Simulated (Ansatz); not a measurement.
Compare A (`CB[SiH2]CC`) with its isomer B (`CCBC[SiH3]`).

Calculated with Ansatz (gas phase, PBE0-D4/def2-TZVP geometries, no zero-point term in ΔE). CCSD(T)/CBS is the MP2 limit (def2-TZVPP, def2-QZVPP) plus CCSD(T) − MP2 in def2-TZVPP, frozen cores. Functionals use def2-TZVPP. B3LYP here is the variant with VWN-RPA as its local correlation; programs differ in this. One conformer a species, not always the lowest.

A:

Z-matrix (Å, degrees):
```
C
B 1 1.554
H 1 1.091 2 116.7
H 1 1.094 2 113.7 3 129.6
H 1 1.104 2 103.8 3 -117.3
Si 2 2.020 1 124.8 3 17.7
H 2 1.202 1 117.4 3 -167.5
C 6 1.885 2 114.5 1 -16.4
H 6 1.498 2 106.8 1 105.3
H 6 1.495 2 110.1 1 -139.5
C 8 1.526 6 112.9 2 -65.7
H 8 1.095 6 108.8 2 171.5
H 8 1.096 6 108.3 2 56.7
H 11 1.093 8 111.8 6 179.2
H 11 1.093 8 111.3 6 -60.6
H 11 1.094 8 111.6 6 59.0
```

B:

```xyz
16

C    -1.4714    1.2160   -1.5252
C    -0.0616    0.9854   -0.9926
B     0.3152   -0.4791   -0.6062
C     1.3506   -0.8082    0.4913
Si    0.4003   -1.0744    2.1003
H    -1.6162    2.2411   -1.8752
H    -1.6912    0.5432   -2.3577
H    -2.2201    1.0267   -0.7517
H     0.1781    1.6917   -0.1887
H     0.6685    1.2213   -1.7885
H    -0.2314   -1.3891   -1.1753
H     1.8959   -1.7430    0.3285
H     2.0546    0.0042    0.7021
H    -0.5444   -2.2156    1.9773
H    -0.3782    0.1426    2.4556
H     1.3514   -1.3629    3.2061
```

Q: Which isomer does CCSD(T)/CBS put lower? Give the gap. (An estimate is asked.)

A: The calculation gave: B, by 11.0 kcal/mol.

Q: Give E(B) − E(A) in kcal/mol with r2SCAN-D4, PBE-D4, ωB97M-V, B3LYP-D4, CCSD/def2-TZVPP, CCSD(T)/def2-TZVPP, PBE0-D4. (An estimate is asked.)

A: Computed: r2SCAN-D4 -10.9, PBE-D4 -9.5, ωB97M-V -11.8, B3LYP-D4 -10.7, CCSD/def2-TZVPP -11.2, CCSD(T)/def2-TZVPP -11.2, PBE0-D4 -10.2. None reverses the order clearly.

Largest T1 diagnostic: 0.011.
